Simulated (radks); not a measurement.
Values are calculated unless marked as measured or tabulated.
All-electron atom: La2+ in [Xe] 5d(up 0.875, down 0.125) (fractional occupations, a model configuration).

Level of theory: non-relativistic Kohn-Sham, r2SCAN, spin-polarised, spherical densities, point nucleus; meta-GGA in the generalised Kohn-Sham scheme; relativity is left out, which matters for an element this heavy (a radial shooting solver on a logarithmic mesh with Libxc functionals).

Energy parts (hartree):
total: -8223.2819
kinetic: 8220.5901
electron-nucleus: -19436.0919
Hartree: 3189.0186
exchange-correlation: -196.7988

Orbitals (lengths in bohr, moments of r in powers of bohr; <r^-3> diverges for s and p1/2):
| orbital | occ. | eigenvalue (hartree) | <r> | <1/r> | <r^2> | <r^-3> |
|---|---|---|---|---|---|---|
| 1s up | 1 | -1359.592 | 0.02665 | 56.46 | 0.0009499 | - |
| 1s down | 1 | -1359.592 | 0.02665 | 56.46 | 0.0009499 | - |
| 2s up | 1 | -211.4626 | 0.1142 | 13.03 | 0.01531 | - |
| 2s down | 1 | -211.4610 | 0.1142 | 13.03 | 0.01531 | - |
| 2p up | 3 | -199.6585 | 0.09714 | 13.04 | 0.01146 | 6176 |
| 2p down | 3 | -199.6574 | 0.09714 | 13.04 | 0.01146 | 6176 |
| 3s up | 1 | -45.80713 | 0.2992 | 4.833 | 0.1021 | - |
| 3s down | 1 | -45.80683 | 0.2992 | 4.833 | 0.1021 | - |
| 3p up | 3 | -40.72501 | 0.2894 | 4.755 | 0.09691 | 1203 |
| 3p down | 3 | -40.72458 | 0.2894 | 4.755 | 0.09690 | 1203 |
| 3d up | 5 | -31.29643 | 0.2605 | 4.626 | 0.07990 | 198.7 |
| 3d down | 5 | -31.29540 | 0.2605 | 4.626 | 0.07990 | 198.7 |
| 4s up | 1 | -9.68376 | 0.6836 | 2.028 | 0.5264 | - |
| 4s down | 1 | -9.68214 | 0.6837 | 2.027 | 0.5265 | - |
| 4p up | 3 | -7.78477 | 0.7056 | 1.933 | 0.5651 | 253.4 |
| 4p down | 3 | -7.78320 | 0.7057 | 1.933 | 0.5653 | 253.3 |
| 4d up | 5 | -4.47532 | 0.7639 | 1.726 | 0.6759 | 34.68 |
| 4d down | 5 | -4.47356 | 0.7639 | 1.726 | 0.6758 | 34.67 |
| 5s up | 1 | -1.81237 | 1.633 | 0.8002 | 2.989 | - |
| 5s down | 1 | -1.79958 | 1.627 | 0.8040 | 2.966 | - |
| 5p up | 3 | -1.29737 | 1.819 | 0.7128 | 3.727 | 36.92 |
| 5p down | 3 | -1.28002 | 1.808 | 0.7178 | 3.682 | 37.61 |
| 5d up | 0.875 | -0.55600 | 2.505 | 0.5129 | 7.228 | 3.074 |
| 5d down | 0.125 | -0.52526 | 2.483 | 0.5201 | 7.130 | 3.208 |

The highest occupied level is 5d down at -14.293 eV. Summed over all electrons, <r^2> = 48.29 bohr^2, which gives a Langevin (diamagnetic) susceptibility term of -38.2 x 10^-6 cm^3/mol. Spin moment in Bohr magnetons: 0.75. The spin density at the nucleus is -0.5487 e/bohr^3 (1s 0.0050, 2s -0.0486, 3s -0.0105, 4s 0.0983, 5s -0.5930). The density falls to 0.001 e/bohr^3 at r = 3.90 bohr. Virial ratio -V/T = 2.00033. The electron density at the nucleus is 1.312e+05 e/bohr^3.
